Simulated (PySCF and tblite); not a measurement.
The numbers below are computed, except where a source is named.
Stationary points of C6H12NSi2 (charge -1) at GFN2-xTB, in Å:

Structure A

```
 1 C     1.353    2.976    0.610
 2 C     1.471    1.790    0.804
 3 Si    1.300   -0.019    1.338
 4 Si    2.991   -1.006    0.232
 5 N    -0.198   -0.442    0.456
 6 C    -0.320   -0.279   -0.961
 7 C    -1.776   -0.673   -1.274
 8 C    -2.516   -0.398    0.047
 9 C    -1.402    0.105    0.985
10 H     1.304    4.014    0.408
11 H     3.585   -1.083   -1.141
12 H     4.195   -0.579    0.998
13 H     2.961   -2.467    0.529
14 H     0.410   -0.903   -1.484
15 H    -0.158    0.774   -1.273
16 H    -1.833   -1.731   -1.534
17 H    -2.184   -0.094   -2.105
18 H    -2.957   -1.315    0.441
19 H    -3.311    0.341   -0.069
20 H    -1.535   -0.210    2.022
21 H    -1.390    1.216    0.972
```

Structure B

```
 1 C     1.616    3.365    0.692
 2 C     1.589    2.153    0.587
 3 Si    1.500    0.348    0.418
 4 Si    3.014   -1.226    0.684
 5 N    -0.094   -0.238   -0.044
 6 C    -0.632    0.079   -1.330
 7 C    -1.996   -0.634   -1.368
 8 C    -2.380   -0.760    0.117
 9 C    -1.198   -0.102    0.853
10 H     1.649    4.413    0.785
11 H     3.402   -2.100   -0.470
12 H     4.269   -0.550    1.066
13 H     2.828   -2.279    1.735
14 H     0.049   -0.256   -2.116
15 H    -0.786    1.169   -1.456
16 H    -1.896   -1.620   -1.825
17 H    -2.734   -0.067   -1.938
18 H    -2.467   -1.809    0.404
19 H    -3.326   -0.265    0.344
20 H    -0.969   -0.579    1.808
21 H    -1.440    0.960    1.053
```

Level: PBE0/pcSseg-1 + D3(BJ), IEF-PCM water on GFN2-xTB stationary points, with GFN2-xTB thermal terms.

**Question.** Which structure is a saddle point, and along which motion?

**Answer.** B: one imaginary mode (408i cm⁻¹ at GFN2-xTB, mostly on Si3, C2, Si4), along the pyramidal inversion at Si3.

**Question.** Give their symmetry and energies above the lowest.

**Answer.** A C1, 0.0 kcal/mol; B Cs, 19.4 kcal/mol.

The ion is treated without a counter-ion.
